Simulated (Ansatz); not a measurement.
Consider the ligand exchange at the Si–C bond: `SC[SiH2]SS` + HCl → `SS[SiH2]Cl` + CH₃SH.

Gas-phase electronic energies from Ansatz, PBE0-D4/def2-TZVP geometries. CCSD(T)/CBS adds triple-zeta CCSD(T) − MP2 to the extrapolated MP2 energy (def2 sets, frozen cores). This one scheme is used for every species. DFT in def2-TZVPP. B3LYP here is the variant with VWN-RPA as its local correlation; programs differ in this. One conformer a species, not always the lowest.

```json
{"level": "PBE-D4", "ΔE (kJ/mol)": "-103.0", "difference from CCSD(T)/CBS": "0.4"}
{"level": "r2SCAN-D4", "ΔE (kJ/mol)": "-108.2", "difference from CCSD(T)/CBS": "-4.8"}
{"level": "PBE0-D4", "ΔE (kJ/mol)": "-104.4", "difference from CCSD(T)/CBS": "-1.0"}
{"level": "B3LYP-D4", "ΔE (kJ/mol)": "-106.9", "difference from CCSD(T)/CBS": "-3.5"}
{"level": "ωB97X-V", "ΔE (kJ/mol)": "-105.8", "difference from CCSD(T)/CBS": "-2.4"}
{"level": "ωB97M-V", "ΔE (kJ/mol)": "-105.9", "difference from CCSD(T)/CBS": "-2.5"}
{"level": "B2PLYP", "ΔE (kJ/mol)": "-108.5", "difference from CCSD(T)/CBS": "-5.1"}
{"level": "PBE", "ΔE (kJ/mol)": "-105.9", "difference from CCSD(T)/CBS": "-2.5"}
{"level": "r2SCAN", "ΔE (kJ/mol)": "-109.4", "difference from CCSD(T)/CBS": "-6.0"}
{"level": "PBE0", "ΔE (kJ/mol)": "-107.0", "difference from CCSD(T)/CBS": "-3.6"}
{"level": "B3LYP", "ΔE (kJ/mol)": "-111.1", "difference from CCSD(T)/CBS": "-7.7"}
{"level": "HF/def2-TZVPP", "ΔE (kJ/mol)": "-117.7", "difference from CCSD(T)/CBS": "-14.3"}
{"level": "MP2/def2-TZVPP", "ΔE (kJ/mol)": "-102.9", "difference from CCSD(T)/CBS": "0.5"}
{"level": "SCS-MP2/def2-TZVPP", "ΔE (kJ/mol)": "-104.1", "difference from CCSD(T)/CBS": "-0.7"}
{"level": "CCSD/def2-TZVPP", "ΔE (kJ/mol)": "-101.2", "difference from CCSD(T)/CBS": "2.2"}
{"level": "CCSD(T)/def2-TZVPP", "ΔE (kJ/mol)": "-99.5", "difference from CCSD(T)/CBS": "3.9"}
{"level": "HF/def2-QZVPP", "ΔE (kJ/mol)": "-118.0", "difference from CCSD(T)/CBS": "-14.6"}
{"level": "MP2/def2-QZVPP", "ΔE (kJ/mol)": "-105.2", "difference from CCSD(T)/CBS": "-1.8"}
{"level": "SCS-MP2/def2-QZVPP", "ΔE (kJ/mol)": "-106.4", "difference from CCSD(T)/CBS": "-3.0"}
{"level": "HF/CBS(def2)", "ΔE (kJ/mol)": "-118.0", "difference from CCSD(T)/CBS": "-14.6"}
{"level": "MP2/CBS(def2)", "ΔE (kJ/mol)": "-106.7", "difference from CCSD(T)/CBS": "-3.3"}
{"level": "CCSD/CBS(def2)", "ΔE (kJ/mol)": "-105.1", "difference from CCSD(T)/CBS": "-1.7"}
{"level": "CCSD(T)/CBS", "ΔE (kJ/mol)": "-103.4", "difference from CCSD(T)/CBS": "0"}
```

Largest T1 diagnostic among the species: 0.011.

The D4 term adds +4.2 kJ/mol with B3LYP and +2.6 kJ/mol with PBE0; it sums over pairs of atoms, weighted by their polarisabilities, and B3LYP, whose exchange is more repulsive, gets the larger term. In def2-TZVPP, CCSD(T) changes the Hartree–Fock value by +18.1 kJ/mol (the triples alone add +1.7 kJ/mol) and MP2 by +14.8 kJ/mol.
